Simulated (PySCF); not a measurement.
**From a computed spectrum to the compound**

A species of 16 atoms with charge 0 has these harmonic modes (B3LYP, small Gaussian bases with core potentials, PySCF 2.14.0):

| cm⁻¹ | km/mol | symmetry |
| --- | --- | --- |
| 41 | 44.2 | a'' |
| 82 | 0.0 | e'' |
| 82 | 0.0 | e'' |
| 127 | 7.5 | e' |
| 127 | 7.5 | e' |
| 172 | 0.0 | a'' |
| 471 | 130.0 | e' |
| 471 | 130.0 | e' |
| 481 | 0.0 | a' |
| 517 | 0.0 | a' |
| 544 | 11.3 | e' |
| 544 | 11.3 | e' |
| 584 | 0.0 | e'' |
| 584 | 0.0 | e'' |
| 589 | 0.0 | a'' |
| 1099 | 0.0 | a' |
| 1104 | 14.9 | e' |
| 1104 | 14.9 | e' |
| 1116 | 66.2 | a'' |
| 1121 | 0.0 | e'' |
| 1121 | 0.0 | e'' |
| 1227 | 311.7 | e' |
| 1227 | 311.7 | e' |
| 1252 | 0.0 | a' |
| 1262 | 34.8 | e' |
| 1262 | 34.8 | e' |
| 1266 | 0.0 | e'' |
| 1266 | 0.0 | e'' |
| 1268 | 0.0 | a' |
| 1268 | 9.3 | a'' |
| 2193 | 0.0 | e'' |
| 2193 | 0.0 | e'' |
| 2206 | 499.9 | a'' |
| 2211 | 0.0 | a' |
| 2217 | 266.0 | e' |
| 2217 | 266.0 | e' |
| 2302 | 0.0 | a' |
| 2314 | 147.8 | e' |
| 2314 | 147.8 | e' |
| 2632 | 156.9 | e' |
| 2632 | 156.9 | e' |
| 2634 | 0.0 | a' |

Task: Which species is it, and in which structure?

Result: Dy(BH4)3 (singlet in the valence; each metal's 4f electrons, 9 of them, lie in its core potential, out of spins and levels):
```xyz
16

Dy    0.0000    0.0000    0.0000
B     2.4610    0.0156    0.0000
H     3.6633   -0.0195    0.0000
H     1.9502   -0.5652    0.9968
H     1.9502   -0.5652   -0.9968
H     1.9887    1.1697    0.0000
B    -1.2440    2.1235    0.0000
H    -1.8148    3.1822    0.0000
H    -0.4856    1.9715    0.9968
H    -0.4856    1.9715   -0.9968
H    -2.0073    1.1375    0.0000
B    -1.2170   -2.1391    0.0000
H    -1.8485   -3.1628    0.0000
H    -1.4646   -1.4063    0.9968
H    -1.4646   -1.4063   -0.9968
H     0.0186   -2.3071    0.0000
```
Ideal gas at 298.15 K and 1 bar: S = 408.7 J/(mol K), Cp = 139.8 J/(mol K), H − H(0 K) = 26.9 kJ/mol (rigid rotor, harmonic modes, spin degeneracy alone, that of the 4f electrons in the core included; the modes under 60 cm⁻¹ make these uncertain). An lcecp potential fixes the number of 4f electrons, so in runs with it no electron can move into or out of that shell.
 Other answers can fit too; this one was computed.
